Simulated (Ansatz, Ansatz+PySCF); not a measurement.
```xyz
4

C     0.0000    0.0000   -0.5646
O     0.0000    0.0000    0.7271
H     0.0000   -1.0200   -1.2147
H     0.0000    1.0200   -1.2147
```

Basis set: def2-SVP (spherical functions). Frozen core: 2 orbitals. Charge 0, multiplicity 1.

Computed with Ansatz (development build ahead of 0.2.0); each method stands on the lowest determinant of its kind that the runs found. Restricted open shells among the atoms or ions are ROHF, correlated in semicanonical orbitals with singles.

The atomization energy at this shape (free ground-state atoms in the same class of orbitals less the molecule, no zero-point energy) of singlet CH2O:

```tsv
method	atomization energy
RHF-CCSD(T)	14.97 eV
UHF-CCSD(T)	14.94 eV
RHF-MP2	15.25 eV
UHF	10.44 eV
RHF	10.61 eV
```

(1) What does UHF-MP2 give?

Results:

(1) 14.59 eV. Caution: the shape is not the minimum. Caution for UHF-CCSD(T), UHF-MP2, UHF: the unrestricted determinant is spin contaminated. Caution for UHF-MP2: another reference gives a lower total.
